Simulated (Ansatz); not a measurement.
Program: Ansatz. Geometries: PBE0-D4/def2-TZVP. ΔE: electronic, gas phase. CCSD(T)/CBS is the MP2 limit (def2-TZVPP, def2-QZVPP) plus CCSD(T) − MP2 in def2-TZVPP, frozen cores. This one scheme is used for every species. One conformer a species, not always the lowest.

`C[SiH2]BS` + `N[SiH](O)F` → `O[SiH](F)NBS` + `C[SiH3]`  (cleavage of the B–Si bond)

`C[SiH2]BS`:

Cartesian coordinates in Å:
```
C 1.628 -0.326 -0.641
Si 0.002 0.578 -0.382
B -0.946 -0.019 1.283
S -2.610 -0.601 1.307
H 1.464 -1.401 -0.744
H 2.129 0.030 -1.544
H 2.297 -0.164 0.207
H -0.884 0.373 -1.568
H 0.263 2.046 -0.282
H -0.434 -0.015 2.365
H -2.910 -0.501 -0.002
```

`N[SiH](O)F`:

Cartesian coordinates in Å:
```
N 0.852 0.348 -0.749
Si -0.169 -0.441 0.357
O -1.262 0.597 0.973
F -0.846 -1.609 -0.493
H 1.290 -0.165 -1.496
H 1.388 1.158 -0.486
H 0.445 -1.074 1.539
H -1.699 1.186 0.355
```

`O[SiH](F)NBS`:

```xyz
11

O    -1.058   -1.859   -0.758
Si    0.091   -1.513    0.334
F    -0.228   -2.151    1.760
N     0.204    0.178    0.650
B     0.256    1.191   -0.329
S     0.422    2.924    0.157
H    -1.907   -1.417   -0.693
H     1.325   -2.130   -0.173
H     0.286    0.444    1.623
H     0.186    0.902   -1.485
H     0.421    3.432   -1.084
```

`C[SiH3]`:

Z-matrix (Å, degrees):
```
C
Si 1 1.871
H 1 1.092 2 110.8
H 1 1.092 2 110.8 3 -120.0
H 1 1.092 2 110.8 3 120.0
H 2 1.488 1 110.7 3 -179.9
H 2 1.488 1 110.7 3 -59.9
H 2 1.488 1 110.7 3 60.1
```

```tsv
species	HF/CBS(def2) energy (Eh)
`C[SiH2]BS`	-753.18589
`N[SiH](O)F`	-520.32380
`O[SiH](F)NBS`	-943.22613
`C[SiH3]`	-330.33431
```

Question: Work out ΔE.

Answer: ΔE = (-943.22613) + (-330.33431) − (-753.18589) − (-520.32380) = -0.05075 Eh = -133.2 kJ/mol. CCSD(T)/CBS gives -116.7 kJ/mol.

Largest T1 diagnostic among the species: 0.014.

From PBE to PBE0 (25 % exact exchange), in def2-TZVPP and without D4, ΔE moves by −4.3 kJ/mol. In def2-TZVPP, CCSD(T) changes the Hartree–Fock value by +13.1 kJ/mol (the triples alone add +1.4 kJ/mol) and MP2 by +8.1 kJ/mol.
